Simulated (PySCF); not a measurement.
**Ionising ZnH**

UHF-CCSD(T); Zn def2-TZVPPD, H def2-TZVPPD; no relativity (PySCF 2.14). Neutral (UHF): doublet (σ ↑), Re = 1.590 Å, ωe = 1603 cm⁻¹, De = 1.03 eV.

ZnH⁺ (RHF): singlet (closed shell), Re = 1.523 Å, ωe = 1882 cm⁻¹, De = 2.41 eV to Zn⁺ + H. The energies at the minima are -1779.10503 hartree for ZnH and -1778.82417 for ZnH⁺.

Q: Work out the adiabatic ionisation energy, without and with harmonic zero-point energies (1 hartree = 27.2114 eV, 1 eV = 8065.5 cm⁻¹), and the change of the bond length.

A: At CCSD(T): 0.28086 hartree = 7.643 eV between the minima; the zero-point term (1882.0 − 1603.0)/2 cm⁻¹ = +0.017 eV makes it 7.660 eV. Re changes by -6.7 pm against the neutral. The electron leaves a σ orbital, and the shorter bond of the ion fits an antibonding orbital, or a change in how ionic the bond is.

ZnH⁻ (RHF): singlet (closed shell), Re = 1.781 Å, ωe = 1036 cm⁻¹. The energies at the minima are -1779.10503 hartree for ZnH and -1779.12965 for ZnH⁻.

Q: Work out the adiabatic electron affinity, without and with harmonic zero-point energies (1 hartree = 27.2114 eV, 1 eV = 8065.5 cm⁻¹), and the change of the bond length.

A: At CCSD(T): 0.02462 hartree = 0.670 eV between the minima; the zero-point term (1603.0 − 1036.0)/2 cm⁻¹ = +0.035 eV makes it 0.705 eV. Re changes by +19.1 pm against the neutral. The electron enters a σ orbital, and the longer bond of the ion fits an antibonding orbital, or a change in how ionic the bond is.

Correlated steps freeze 5 core orbitals. For an ion De counts to the pair picked by the measured ionisation energies or electron affinities, which need not be the lowest pair at this level. Where the molecule has an RHF reference, its open-shell atoms are computed with UHF. States were picked by a PBE0 search and need not be the measured ground states.

Neutral and ion stand on different kinds of reference determinant, which adds to the error of the difference.
